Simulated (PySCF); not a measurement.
SMILES C=[CH][SnH]([F])[F] at its B3LYP/def2-SVP optimised geometry (Å):

```
9

Sn    -0.7146    -0.8167     0.0000
F     -1.1084    -1.5613    -1.7500
F      1.2278    -0.8167     0.0000
C     -1.4212    -2.1608     1.4931
C     -2.2392    -1.7588     2.4712
H     -1.2278     0.8167     0.0000
H     -1.0940    -3.2045     1.4290
H     -2.5898    -0.7245     2.5673
H     -2.6038    -2.4561     3.2351
```

Calculation: B3LYP/def2-TZVP, def2 effective core potentials past Kr (PySCF). The core electrons that the potentials of Sn replace are not part of the density. Cells within 0.4 Å of a nucleus heavier than hydrogen are left out (blank, or x).

Map of the HOMO−1 amplitude (bohr^(-3/2)) on the plane z = 0.0 Å; orbital energy -8.96 eV, overall sign arbitrary:

```
|666666666666666666666666666|
|666666666666666666666666666|
|666666666666666666666666666|
|666666666666666666666666666|
|666666666666666666666666666|
|666666655556666666666666666|
|666665555555566666666666666|
|666655554455556666666666666|
|666655443344556666666666666|
|666555431134555666666666666|
|666555420023455666666666666|
|666555431123455666666666666|
|666655433334455667777666666|
|666665544445556677877766666|
|666666556776556679987766666|
|6666666679xx66667xx97766666|
|666666777xxx66654xxx7666666|
|6666677773xx77653xx56666666|
|666677788767876542355666666|
|666677788888876654455666666|
|666677788888876655556666666|
|666667778888776666666666666|
|666667777777776666666666666|
|666666677777666666666666666|
|666666666666666666666666666|
|666666666666666666666666666|
|666666666666666666666666666|
```
Scale: ten equal steps from -0.188 (start of '0') to 0.101 (end of '9'), in the order '0123456789'; x runs from -3.50 to 3.50, y from -3.50 (bottom) to 3.50 (top).
